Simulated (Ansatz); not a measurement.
`C[Si](O)(Cl)Br` and `C[SiH](O)Br` differ in one atom or group.

Ansatz, PBE0-D4/def2-TZVP geometries, multiplicity 1. Each molecule was computed in one conformer, which needn't be the lowest.

Scalar relativity is left out up to krypton.

| property | `C[Si](O)(Cl)Br` |
| --- | --- |
| HOMO energy (PBE0/def2-TZVPP) / eV | -8.49 |
| LUMO energy (PBE0/def2-TZVPP) / eV | 0.40 |
| LUMO energy (PBE/def2-TZVPP) / eV | -0.55 |
| LUMO energy (B3LYP/def2-TZVPP) / eV | 0.09 |
| HOMO–LUMO gap (PBE/def2-TZVPP) / eV | 6.59 |
| LUMO energy (ωB97M-V/def2-TZVPP) / eV | 2.05 |

(1) What does the change do to each property? (Estimate.)

## Answers

(1) Ansatz gave: 
```json
{"property": "HOMO energy (PBE0/def2-TZVPP) / eV", "`C[SiH](O)Br`": "-8.23", "shift": "0.26"}
{"property": "LUMO energy (PBE0/def2-TZVPP) / eV", "`C[SiH](O)Br`": "0.52", "shift": "0.12"}
{"property": "LUMO energy (PBE/def2-TZVPP) / eV", "`C[SiH](O)Br`": "-0.36", "shift": "0.19"}
{"property": "LUMO energy (B3LYP/def2-TZVPP) / eV", "`C[SiH](O)Br`": "0.21", "shift": "0.12"}
{"property": "HOMO–LUMO gap (PBE/def2-TZVPP) / eV", "`C[SiH](O)Br`": "6.58", "shift": "-0.01"}
{"property": "LUMO energy (ωB97M-V/def2-TZVPP) / eV", "`C[SiH](O)Br`": "2.07", "shift": "0.02"}
```

With PBE0 the HOMO rises by 0.26 eV and the LUMO rises by 0.12 eV, so the gap narrows by about 0.14 eV. PBE moves the HOMO by 0.20 eV and ωB97M-V by 0.26 eV.

B3LYP here is the variant with VWN-RPA as its local correlation; programs differ in this.

Spin–orbit coupling is left out; it splits and shifts lone-pair levels of the heavy atoms by tenths of an eV.
